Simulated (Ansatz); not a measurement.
One change: `FC[SiH3]` becomes `FC([SiH3])S`.

Ansatz, PBE0-D4/def2-TZVP geometries, multiplicity 1. Each molecule was computed in one conformer, which needn't be the lowest.

| property | `FC[SiH3]` |
| --- | --- |
| ideal-gas entropy at 298 K and 1 bar (rigid rotor, harmonic PBE0-D4/def2-TZVP) / J/(mol·K) | 288 |
| LUMO energy (PBE0/def2-TZVPP) / eV | 0.50 |
| LUMO energy (B3LYP/def2-TZVPP) / eV | 0.25 |
| HOMO energy (ωB97M-V/def2-TZVPP) / eV | -11.05 |
| HOMO energy (B3LYP/def2-TZVPP) / eV | -8.51 |
| LUMO energy (ωB97M-V/def2-TZVPP) / eV | 2.03 |

(1) What does the change do to each property? (Best estimate.)

## Answers

(1) The calculation gave: 
```tsv
property	`FC([SiH3])S`	shift
ideal-gas entropy at 298 K and 1 bar (rigid rotor, harmonic PBE0-D4/def2-TZVP) / J/(mol·K)	323	35
LUMO energy (PBE0/def2-TZVPP) / eV	-0.19	-0.69
LUMO energy (B3LYP/def2-TZVPP) / eV	-0.42	-0.67
HOMO energy (ωB97M-V/def2-TZVPP) / eV	-9.78	1.27
HOMO energy (B3LYP/def2-TZVPP) / eV	-7.33	1.18
LUMO energy (ωB97M-V/def2-TZVPP) / eV	1.56	-0.47
```

With PBE0 the HOMO rises by 1.17 eV and the LUMO falls by 0.69 eV, so the gap narrows by about 1.86 eV. PBE moves the HOMO by 0.88 eV and ωB97M-V by 1.27 eV. The zero-point energy changes by -0.3 kJ/mol with +3 modes.

B3LYP here is the variant with VWN-RPA as its local correlation; programs differ in this.
